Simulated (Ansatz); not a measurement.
Stepwise reaction of `[NH2][W]([NH2])(=[O])=[S]` with hydrogen fluoride, as a gas-phase model of exchange steps in deposition or etching. ΔE in kJ/mol; ΔG adds harmonic PBE0-D4 terms to CCSD(T)/CBS, at 1 bar.

Calculated with Ansatz (gas phase, PBE0-D4/def2-TZVP geometries, no zero-point term in ΔE). CBS: MP2 limit from def2 TZ/QZ plus the TZ coupled-cluster correction, frozen cores. This one scheme is used for every species. Functionals use def2-TZVPP. B3LYP here is the variant with VWN-RPA as its local correlation; programs differ in this. def2 core potentials past Kr. For W outer-core shells are correlated without core-valence functions, which leaves a few kJ/mol of doubt a bond. One conformer a species, not always the lowest.

```json
{"step": "1", "reaction": "`[NH2][W]([NH2])(=[O])=[S]` + H–F → `[NH2][W](=[O])([F])=[S]` + NH₃", "PBE-D4": "-60.5", "B3LYP-D4": "-59.8", "ωB97M-V": "-60.0", "CCSD(T)/CBS": "-48.1", "ΔG(500 K)": "-43.7"}
```

**Question.** Give the row of step 2, `[NH2][W](=[O])([F])=[S]` + H–F → `[O]=[W]([F])([F])=[S]` + NH₃. (Estimate.)

**Answer.** Ansatz gave: 
| step | reaction | PBE-D4 | B3LYP-D4 | ωB97M-V | CCSD(T)/CBS | ΔG(500 K) |
| --- | --- | --- | --- | --- | --- | --- |
| 2 | `[NH2][W](=[O])([F])=[S]` + H–F → `[O]=[W]([F])([F])=[S]` + NH₃ | -36.5 | -35.0 | -35.0 | -23.1 | -24.0 |

**Question.** By hand: ΔE of the 2 steps together at CCSD(T)/CBS.

**Answer.** (-48.1) + (-23.1) = -71.2 kJ/mol, or -35.6 kJ/mol a step.

In ΔE each step is higher than the one before. All are downhill at CCSD(T)/CBS. ΔG lies between -43.7 and -24.0 kJ/mol a step. PBE-D4 differs from CCSD(T)/CBS by -13.4 to -12.4 kJ/mol a step. Isolated molecules leave out the surface, adducts and barriers. Largest T1 diagnostic: 0.023.
